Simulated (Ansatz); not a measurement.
The pair A = C2H6 (SMILES CC) (first 8 atoms), B = CH3I (SMILES CI); geometry from B3LYP-D3(BJ)/def2-TZVP.
(charge 0, multiplicity 1):
```
atom    x (Å)    y (Å)    z (Å)
----  -------  -------  -------
C     -0.5341   0.5047   0.2353
C      0.6478  -0.4001  -0.0989
H     -1.2710   0.5087  -0.5703
H     -0.2147   1.5377   0.3900
H     -1.0385   0.1721   1.1442
H      0.3217  -1.4278  -0.2684
H      1.3747  -0.4250   0.7151
H      1.1655  -0.0634  -0.9994
C      0.9957   1.3772   3.4472
I      0.5693  -0.6407   4.0729
H      1.5497   1.8536   4.2474
H      1.5820   1.3172   2.5378
H      0.0462   1.8687   3.2719
```

Frozen-core correlation. Filled d and f shells under p-block atoms count as core. MP2 and its Hartree–Fock in def2-TZVPPD are density fitted.

Codes used: Ansatz (a first-principles code) with Gaussian orbitals. Values without a source in brackets are computed. In def2 rows elements past Kr take small-core potentials, without spin–orbit coupling.

The counterpoise-corrected interaction energy is E(AB) − E(A in the pair's basis) − E(B in the pair's basis). Total energies (hartree):

```json
[
 {"level": "HF/def2-SVPD", "AB": "-415.4116758", "A in the pair's basis": "-79.1771944", "B in the pair's basis": "-336.2366077"},
 {"level": "MP2/def2-SVPD", "AB": "-415.9950460", "A in the pair's basis": "-79.4928932", "B in the pair's basis": "-336.5002160"},
 {"level": "HF/def2-TZVPPD", "AB": "-415.5500101", "A in the pair's basis": "-79.2619486", "B in the pair's basis": "-336.2901712"},
 {"level": "MP2/def2-TZVPPD", "AB": "-416.2503053", "A in the pair's basis": "-79.6322458", "B in the pair's basis": "-336.6156366"},
 {"level": "CCSD(T)/def2-SVPD", "AB": "-416.0775328", "A in the pair's basis": "-79.5387804", "B in the pair's basis": "-336.5370157"}
]
```

Problem. Work out the counterpoise-corrected interaction energy at the basis-set limit: extrapolate the MP2 correlation part as X⁻³, take Hartree–Fock from the larger set, and add the CCSD(T) − MP2 difference of def2-SVPD.

Solution. 
1. Differences (1 hartree = 627.509 kcal/mol): HF/def2-SVPD 1.334; MP2/def2-SVPD -1.215; HF/def2-TZVPPD 1.324; MP2/def2-TZVPPD -1.520; CCSD(T)/def2-SVPD -1.090.
2. Correlation parts, MP2 less HF: -2.550 in def2-SVPD (X = 2), -2.844 in def2-TZVPPD (X = 3).
3. Limit (3³·(-2.844) − 2³·(-2.550))/(3³ − 2³) = -2.968; with HF/def2-TZVPPD it gives -1.644.
4. CCSD(T) less MP2 in def2-SVPD: 0.126.
Result: -1.52 kcal/mol, against -1.22 at MP2/def2-SVPD. It is an estimate of this method's limit, not of the exact value.
